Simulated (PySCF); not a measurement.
**¹⁷O shieldings along a series**

GIAO PBE0/pcSseg-1 on GFN2-xTB geometries (PySCF, gas phase, non-relativistic):

| SMILES | HOMO–LUMO gap (eV) | σ(O) (ppm) |
| --- | --- | --- |
| C[SiH](C)/C=C\C(=O)C[SiH3] | 5.40 | -252.7 |
| CNC(=O)/C=C/[SiH](C)C | 6.16 | -30.1 |
| C[SiH](C)/C=C\C(=O)C(F)F | 5.36 | -283.9 |
| CC(=O)/C=C/[SiH](C)C | 5.49 | -303.8 |
| C#CC(=O)/C=C/[SiH](C)C | 5.38 | -315.2 |
| CCC(=O)/C=C/[SiH](C)C | 5.48 | -281.0 |
| C[SiH](C)/C=C\C=O | 5.32 | -316.2 |
| C=NC(=O)/C=C\[SiH](C)C | 5.82 | -115.0 |
| C=CCC(=O)/C=C/[SiH](C)C | 5.21 | -295.5 |
| C[SiH](C)/C=C\C(=O)N[SiH3] | 6.08 | -61.6 |

(1) Fit σ(O) as a line in the HOMO–LUMO gap. How well does it hold?

(2) A further member, `CC#CC(=O)/C=C/[SiH](C)C`, has x = 5.36. What does the line predict, and what does the calculation give?

Results:

(1) σ = -2030.0 + 324.0 x, with x in eV; correlation +0.96, rms deviation 28.7 ppm, largest 52.4 ppm at `CC(=O)/C=C/[SiH](C)C`. A larger gap weakens the paramagnetic term, which raises σ.

(2) The line gives -293.4 ppm; the calculation -302.1 ppm, a difference of -8.7 ppm, within the usual scatter of the fit.
